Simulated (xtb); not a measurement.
C4F6, SMILES FC1=C(F)C(F)(F)C1(F)F. All values are semi-empirical tight-binding results from xtb (GFN2-xTB unless named), good for trends rather than for accurate numbers. The structure is a stationary point at GFN2-xTB.

Computed properties:
| Quantity | Value |
|---|---|
| point group as xtb finds it | C2v |
| orbital gap | 4.78 eV |
| dipole moment | 1.32 D |
| zero-point energy | 23.5 kcal/mol |
| G − E(el) at 298.15 K (modified RRHO) | 2.6 kcal/mol |
| static polarisability (D4 model) | 51.0 bohr³ |
| solvation energy, GFN2-xTB/ALPB(water) | 1.6 kcal/mol |
| solvation energy, GFN2-xTB/ALPB(ether) | -1.5 kcal/mol |

Computed IR lines (harmonic; lines under 4 % of the strongest left out, lines within 3 cm⁻¹ merged):
ν (cm⁻¹): 390 (w), 429 (w), 888 (m), 912 (m), 1093 (vs), 1097 (m), 1207 (w), 1289 (m), 1309 (vs), 1803 (m) (against the strongest line: vs over 80 %, s over 45 %, m over 15 %, w over 4 %, vw less)
